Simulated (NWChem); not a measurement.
System: CH₅CdNS; SMILES [Cd]([S]C)[NH2]

The following NWChem deck was run.

```
start job
memory heap 200 mb stack 900 mb global 1100 mb
geometry units angstroms noautoz
  Cd     0.544560     0.610917     0.269850
  N      1.324781     2.460446     0.236516
  H      1.334898     2.935652     1.137412
  H      0.886274     3.096628    -0.427199
  S     -0.213317    -1.602344     0.259858
  C      1.261715    -2.547380    -0.265813
  H      1.598537    -2.270162    -1.274346
  H      0.960414    -3.604481    -0.285850
  H      2.097724    -2.444970     0.439902
end
basis spherical
  * library def2-svpd
end
ecp
  Cd library def2-ecp
end
dft
  xc xcamb88 1.00 lyp 0.81 vwn_5 0.19 hfexch 1.00
  cam 0.33 cam_alpha 0.19 cam_beta 0.46
  iterations 150
end
tddft
  cis
  nroots 6
  notriplet
end
task tddft energy
```

NWChem printed, in part:

```
             Northwest Computational Chemistry Package (NWChem) 7.3.0
             --------------------------------------------------------

 CS  symmetry detected

                             Geometry "geometry" -> ""
                             -------------------------

 Output coordinates in angstroms (scale by  1.889725989 to convert to a.u.)

  No.       Tag          Charge          X              Y              Z
 ---- ---------------- ---------- -------------- -------------- --------------
    1 Cd                  48.0000    -0.10038932     0.56552828     0.00000000
    2 N                    7.0000     0.45477116     2.49488306     0.00000000
    3 H                    1.0000     0.15758859     3.02443026     0.81779597
    4 H                    1.0000     0.15758859     3.02443026    -0.81779597
    5 S                   16.0000    -0.58306995    -1.72358094     0.00000000
    6 C                    6.0000     1.07274142    -2.50038925     0.00000000
    7 H                    1.0000     1.65421763    -2.24598535    -0.89699160
    8 H                    1.0000     0.90434744    -3.58679818     0.00000000
    9 H                    1.0000     1.65421763    -2.24598535     0.89699160

 Effective nuclear repulsion energy (a.u.)     429.5933266558

      Symmetry information
      --------------------

 Group name             Cs
 Group number              2
 Group order               2
 No. of unique centers     7

                                 NWChem DFT Module
                                 -----------------

 Summary of "ao basis" -> "ao basis" (spherical)
 ------------------------------------------------------------------------------
       Tag                 Description            Shells   Functions and Types
 ---------------- ------------------------------  ------  ---------------------
 Cd                        def2-svpd                12       34   5s4p2d1f
 N                         def2-svpd                 8       20   4s2p2d
 H                         def2-svpd                 4        8   2s2p
 S                         def2-svpd                11       27   5s4p2d
 C                         def2-svpd                 8       20   4s2p2d

      Symmetry analysis of basis
      --------------------------

        a'         92
        a"         49

[...]

                                NWChem TDDFT Module
                                -------------------

            General Information
            -------------------
           No. of orbitals :     282
            Alpha orbitals :     141
             Beta orbitals :     141
        Alpha frozen cores :       0
         Beta frozen cores :       0
     Alpha frozen virtuals :       0
      Beta frozen virtuals :       0
         Spin multiplicity :       1
    Number of AO functions :     141
        Use of symmetry is : off
      Symmetry adaption is : on
         Schwarz screening :  0.10D-07

              XC Information
              --------------
              Hartree-Fock (Exact) Exchange   1.00
            CAM-Becke88 Exchange Functional   1.00
               VWN V Correlation Functional   0.19 local
       Lee-Yang-Parr Correlation Functional   0.81
           Alpha           :  0.19
           Beta            :  0.46
           Gamma           :  0.33

             TDDFT Information
             -----------------
          Calculation type : Tamm-Dancoff TDDFT
         Wavefunction type : Restricted singlets
          No. of electrons :      54
           Alpha electrons :      27
            Beta electrons :      27
              No. of roots :       6
          Max subspacesize :    5200
            Max iterations :     100
               Target root :       1
           Target symmetry : none
      Symmetry restriction : off
                 Algorithm : Optimal
        Davidson threshold :  0.10D-03

    6 smallest eigenvalue differences (eV)
--------------------------------------------------------
  No. Spin  Occ  Vir  Irrep   E(Occ)    E(Vir)   E(Diff)
--------------------------------------------------------
    1    1   27   28 a"       -0.289    -0.004     7.765
    2    1   27   29 a"       -0.289     0.011     8.183
    3    1   26   28 a'       -0.308    -0.004     8.264
    4    1   27   30 a'       -0.289     0.019     8.387
    5    1   26   29 a'       -0.308     0.011     8.682
    6    1   26   30 a"       -0.308     0.019     8.887
--------------------------------------------------------

  Entering Davidson iterations
  Restricted singlet excited states

  Iter   NTrls   NConv    DeltaV     DeltaE      Time
  ----  ------  ------  ---------  ---------  ---------
    1      6       0     0.13E+00   0.10+100       93.6
    2     12       0     0.38E-01   0.20E-01       91.9
    3     18       0     0.23E-01   0.48E-02       87.9
    4     24       0     0.14E-01   0.96E-03       88.1
    5     30       0     0.76E-02   0.29E-03       82.6
    6     36       1     0.35E-02   0.15E-03       99.8
    7     41       3     0.14E-02   0.19E-04       85.0
    8     44       4     0.39E-03   0.23E-05       91.5
    9     46       6     0.96E-04   0.18E-06       70.0
  ----  ------  ------  ---------  ---------  ---------
  Convergence criterion met

  Ground state a'       -661.545097707233 a.u.

  ----------------------------------------------------------------------------
  Root   1 singlet a"             0.168327679 a.u.                4.5804 eV
  ----------------------------------------------------------------------------
     Transition Moments    X -0.00000   Y  0.00000   Z  0.42416
     Dipole Oscillator Strength                    0.0201898251
     Electric Quadrupole                           0.0000000343
     Magnetic Dipole                               0.0000001139
     Total Oscillator Strength                     0.0201899733

[...]
```

Level: CAM-B3LYP/def2-SVPD with def2 effective core potentials on Cd, TDA. Structure relaxed at the PBE0/def2-SVP level. Not confirmed as a minimum by frequencies. def2 effective core potentials on Cd; no spin-orbit coupling.
